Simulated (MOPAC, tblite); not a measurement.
Breaking a bond: NaC (anion, charge -1), lowest triplet found (which spin is the ground state isn't settled by this scan).

Levels of theory: GFN2-xTB, 300 K electronic temperature (tblite); PM6, unrestricted, heats of formation (MOPAC); AM1, unrestricted, heats of formation (MOPAC).

Energies are in kJ/mol, each relative to the lowest point of its own curve between 2.01 and 2.90 Å, where full CI is lowest.

```csv
R / Å,GFN2-xTB,PM6,AM1
1.74,136.1,61.5,65.6
1.89,68.0,17.4,11.8
2.01,37.9,3.1,0.0
2.09,25.0,0.0,2.7
2.22,11.8,2.2,19.1
2.30,6.9,6.6,33.9
2.39,3.3,13.3,53.1
2.44,(withheld),17.7,64.3
2.51,0.8,(withheld),80.4
2.63,0.0,37.2,108.2
2.74,0.0,(withheld),132.8
2.90,0.2,68.1,166.2
3.06,(withheld),86.1,195.7
3.26,6.0,106.5,(withheld)
3.55,12.5,(withheld),261.2
3.86,19.4,138.6,286.5
4.27,27.4,158.1,306.7
4.75,34.3,160.0,318.9
5.37,—,160.8,326.1
6.03,—,161.1,329.8
7.00,—,159.5,332.4
8.25,—,161.1,334.1
```

### Question
Fill in the missing entries.

### Answer

- 2.44, GFN2-xTB: 2.0
- 2.51, PM6: 24.5
- 2.74, PM6: 49.7
- 3.06, GFN2-xTB: 2.1
- 3.26, AM1: 226.8
- 3.55, PM6: 128.4

Dashes: no converged value, or the column stops at the first point that the program doubted or that broke a chosen test of continuity, which isn't proof of a fault.

Where the anion isn't bound against loss of the electron, the finite basis alone holds it.
